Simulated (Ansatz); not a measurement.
Reaction: CH4Si (SMILES C=[SiH2]) → CH4Si (parent SMILES C=[SiH2], triplet)
Each species at its own B3LYP-D3(BJ)/def2-TZVP minimum (Ansatz, a quantum-chemistry and plane-wave program).

Wanted: adiabatic triplet-singlet gap (electronic), in kcal/mol. Open shells are spin-unrestricted; no spin-orbit coupling. CBS(X,Y): correlation extrapolated as X^-3, Hartree-Fock from the larger set. A bracket is a step between two methods taken in the basis named. Functionals run without relativity, which enters their misses. Double hybrids freeze cores in their MP2 part. 'core' is core correlation in cc-pwCVTZ (1s frozen past Ne), 'X2C' scalar relativity in cc-pVTZ-DK, both at CCSD(T). The restricted determinant of CH4Si (C=[SiH2], singlet) is unstable towards broken spin symmetry in at least one set run. The spin of CH4Si (parent SMILES C=[SiH2], triplet) was assumed, and the state is the lowest solution found for it.

CCSD(T)/CBS(cc-pV(T+d)Z,cc-pV(Q+d)Z) + [CCSDT(Q) - CCSD(T)]/cc-pV(T+d)Z + core + X2C (Ansatz) gives 38.9 kcal/mol.

### Question
What does PBE/def2-TZVPD (Ansatz) give here, and how do the other levels compare?

### Answer
PBE gives 35.9 kcal/mol, 3.0 kcal/mol below it. Differences of the others: r2SCAN/def2-TZVPD (Ansatz) -8.8; B3LYP/def2-TZVPD (Ansatz) -3.7; wB97M-V/def2-TZVPD (Ansatz) -0.8; B2PLYP/def2-TZVPD (Ansatz) -2.3; CCSD(T)/CBS(cc-pV(T+d)Z,cc-pV(Q+d)Z) + core + X2C (Ansatz) -0.1 kcal/mol.
